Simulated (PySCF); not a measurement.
PySCF 2.14 output of an unrestricted LDA calculation on a single atom or ion in aug-cc-pVTZ-DK, with the spin-free X2C one-electron Hamiltonian (Gaussian nucleus):

```
SCF conv_tol = 1e-09
number electrons alpha = 14  beta = 9
    P. A. M. Dirac.,  Math. Proc. Cambridge Philos. Soc. 26, 376 (1930)
    F. Bloch.,  Z. Phys. 57, 545 (1929)
    S. H. Vosko, L. Wilk, and M. Nusair.,  Can. J. Phys. 58, 1200 (1980)
cycle= 1 E= -1047.97282612314  delta_E= -0.0186  |g|= 0.0653  |ddm|= 2.39
cycle= 2 E= -1047.97229459333  delta_E= 0.000532  |g|= 0.0818  |ddm|= 0.542
cycle= 3 E= -1047.9737948706  delta_E= -0.0015  |g|= 0.003  |ddm|= 0.329
cycle= 4 E= -1047.97379649642  delta_E= -1.63e-06  |g|= 0.000295  |ddm|= 0.0139
cycle= 5 E= -1047.97379651449  delta_E= -1.81e-08  |g|= 3.31e-05  |ddm|= 0.0018
cycle= 6 E= -1047.97379651477  delta_E= -2.81e-10  |g|= 3.64e-06  |ddm|= 0.000252
converged SCF energy = -1047.97379651477  <S^2> = 8.7502486  2S+1 = 6.0000829
```

The run itself started from symmetry-adapted Hartree-Fock orbitals and held the occupation by maximum overlap, on a logarithmic radial grid, so the iterations belong to that start.

Question: Which element, charge and spin multiplicity is this?

Answer: Cr⁺ (chromium, charge +1), multiplicity 6; the state was [Ar] 3d4 4p1, one real determinant (an excited configuration).

⟨L²⟩ = 8.00 against 12 for a pure F term, so this real determinant mixes terms.
